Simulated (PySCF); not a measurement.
# Hartree-Fock beside MP2: BH3NOSi cation

These are calculations, not measurements. They come from PySCF 2.14.0, an open-source quantum chemistry program, on an isolated molecule that a program drew, which may never have been made. The molecule is BH3NOSi cation (charge +1, singlet), drawn as the SMILES string `N[SiH+]B=O`.

The geometry was optimised and harmonic frequencies were computed with HF and MP2, all in the cc-pV(D+d)Z basis, for the commonest isotopes, with a restricted reference for singlets and an unrestricted one otherwise, and a frozen core in MP2. Each result is a local minimum of its method.

Geometry at the HF minimum:
```xyz
7
BH3NOSi cation, angstrom
N    -0.5758    2.0576    1.3531
Si   -0.3971    0.4546    1.5670
B     0.4748   -0.5907    0.1124
O     0.9899   -1.1936   -0.7519
H    -0.2751    2.5617    0.5328
H    -1.0052    2.6640    2.0357
H    -0.8795   -0.1422    2.8045
```

Lengths of the bonds as drawn, in Å (atoms numbered as above):
| bond | HF | MP2 |
|---|---|---|
| N1-Si2 | 1.627 | 1.650 |
| Si2-B3 | 1.992 | 1.971 |
| B3-O4 | 1.173 | 1.216 |
| N1-H5 | 1.009 | 1.024 |
| N1-H6 | 1.009 | 1.025 |
| Si2-H7 | 1.456 | 1.463 |

Rotational constants, in GHz:
```
constant,HF,MP2
A,22.94,22.51
B,2.863,2.827
C,2.545,2.511
```

Harmonic frequencies in cm^-1, each column in rising order, so a row needn't be the same motion in every method:
| rank | HF | MP2 |
|---|---|---|
| 1 | 144 | 134 |
| 2 | 256 | 233 |
| 3 | 389 | 356 |
| 4 | 499 | 470 |
| 5 | 546 | 538 |
| 6 | 689 | 649 |
| 7 | 733 | 709 |
| 8 | 766 | 718 |
| 9 | 962 | 907 |
| 10 | 1090 | 1025 |
| 11 | 1681 | 1553 |
| 12 | 2231 | ? |
| 13 | 2469 | 2404 |
| 14 | 3713 | 3527 |
| 15 | 3806 | 3634 |

**Estimate the missing MP2 frequency from the HF column.**

A single factor s that minimises the squared misfit of MP2 against s times HF over the other rows is sum(HF x MP2) / sum(HF^2) = 0.9529, with an rms misfit of 21 cm^-1. For rank 12 it gives 0.9529 x 2231 = 2126 cm^-1. The calculation gives 1927 cm^-1, 199 cm^-1 below the estimate. The drawn bonds are on average 1.3 % longer in MP2 than in HF.
